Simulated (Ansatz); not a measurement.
Abstraction of Br: CHBr2Cl + CBrCl2 → CHBrCl + CBr2Cl2

Species: CHBr2Cl (chlorodibromomethane) `ClC(Br)Br`, singlet; CBrCl2 `Cl[C](Cl)Br`, doublet; CHBrCl `Cl[CH]Br`, doublet; CBr2Cl2 (dibromodichloromethane) `ClC(Cl)(Br)Br`, singlet. A radical takes Br: the energy is the difference in strength between two C–Br bonds in different surroundings.

Shapes, held fixed at every level: PBE0-D4/def2-TZVP. Programs: Ansatz 0.2.0. The zero-point and thermal change to 298 K, harmonic and unscaled (PBE0-D4/def2-TZVP), is -4.1 kJ/mol.

| level | kind | ΔH(298 K) (kJ/mol) | less CCSD(T)/def2-TZVPP | CPU time (sum over the molecules) |
| --- | --- | --- | --- | --- |
| PBE-D4/def2-TZVPP | GGA | +29.9 | +2.6 | 30 s |
| BHLYP-D4/def2-TZVPP | global hybrid | +31.5 | +4.2 | 48 s |
| wB97X-V/def2-TZVPP | range-separated hybrid | +29.9 | +2.6 | 1.8 min |
| B2PLYP/def2-TZVPP | double hybrid | +30.6 | +3.3 | 67 s |
| CCSD(T)/def2-SVP | coupled cluster or CI | +24.5 | -2.8 | 57 s |
| CCSD/def2-TZVPP | coupled cluster or CI | +29.3 | +2.0 | – |
| CCSD(T)/def2-TZVPP | coupled cluster or CI | +27.3 | 0.0 | 16 min |

The highest level, CCSD(T)/def2-TZVPP, gives ΔH(298 K) = +27.3 kJ/mol; the levels span +24.5 to +31.5. The column of differences is taken from that level and isn't an error. No measured value is set beside it here. Open shells run unrestricted unless RO is named. Relativity is left out for Br unless named. Correlated rows may include outer-core shells of Br, which these sets cover unevenly. Times are processor times on shared x86 and Arm servers, and rough.
